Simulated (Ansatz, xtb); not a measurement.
# Two structures of BrGeH3Si

Structure X is `[SiH3][Ge][Br]`, a singlet and structure Y is a singlet given by its coordinates. Both are isolated molecules in the gas phase, relaxed with PBE0-D3(BJ)/def2-SVP.

X (Å):

```xyz
6

Br   -2.1446   -0.5947    1.6835
Ge   -3.1673   -1.1084   -0.3742
Si   -2.9264    1.2351   -1.1581
H    -1.4758    1.6080   -1.1535
H    -3.4668    1.4463   -2.5405
H    -3.6622    2.1406   -0.2187
```

Y (Å):

```yaml
atoms:
  - { symbol: Br, position_ang: [-2.7849, -1.0104, -0.0538] }
  - { symbol: Ge, position_ang: [-1.1619, 1.2143, 0.0532] }
  - { symbol: Si, position_ang: [-3.4783, 1.1468, -0.6149] }
  - { symbol: H, position_ang: [-0.8220, 0.9244, -1.4799] }
  - { symbol: H, position_ang: [-4.0268, 1.0366, -2.0003] }
  - { symbol: H, position_ang: [-4.6102, 1.4299, 0.3177] }
```

Close contacts (Å): Br1–Ge2 2.76, Br1–Si3 2.33, Ge2–Si3 2.41, Ge2–H4 1.60, Si3–H5 1.49, Si3–H6 1.49.

Energies in hartree; the thermal terms are from PBE0-D3(BJ)/def2-SVP harmonic frequencies (ideal gas, rigid rotor, one conformer each, 298.15 K, 1 atm) and include the zero-point energy:

```
                                X            Y
E, CCSD(T)/def2-TZVP  −4939.168755  −4939.159673
   zero-point energy      0.024945      0.024959
        H(298 K) − E      0.031816      0.031185
        G(298 K) − E     −0.007122     −0.005770
```

Q: Work out ΔE, ΔE₀, ΔH and ΔG for X → Y in kcal/mol (1 Eh = 627.51 kcal/mol) and the equilibrium ratio [Y]/[X].

A: 1. ΔE = −4939.159673 − (−4939.168755) = +0.009082 Eh = +5.70 kcal/mol.
2. ΔE₀ = ΔE + ΔZPE = +0.009082 + (+0.000014) Eh = +5.71 kcal/mol.
3. ΔH = ΔE + (−0.000631) Eh = +5.30 kcal/mol.
4. ΔG = ΔE + (+0.001352) Eh = +6.55 kcal/mol, so ΔS = (ΔH − ΔG)/T = −17.5 J/(mol K).
5. kT = 0.9442 mEh, so K = [Y]/[X] = exp(−ΔG/kT) = exp(−11.05) ≈ 1.6 × 10^−5.

Structure X is favoured at this temperature. An error of 1 kcal/mol in ΔG would change K by a factor of 5.4. Mirror images and further conformers aren't counted.

Other levels gave ΔE = +5.9 (GFN2-xTB); +20.0 (HF/STO-3G, GFN2-xTB geometries); +7.8 (r2SCAN-D4/def2-SVP, GFN2-xTB geometries); +4.8 (PBE0-D3(BJ)/def2-SVP); +10.8 (HF/def2-TZVP); +4.2 (MP2/def2-TZVP) kcal/mol. The correlated steps freeze 23 core orbitals; the filled d shell of Br and Ge is correlated, in a basis made for valence electrons. Programs: Ansatz 0.2.0, xtb 6.7.1.
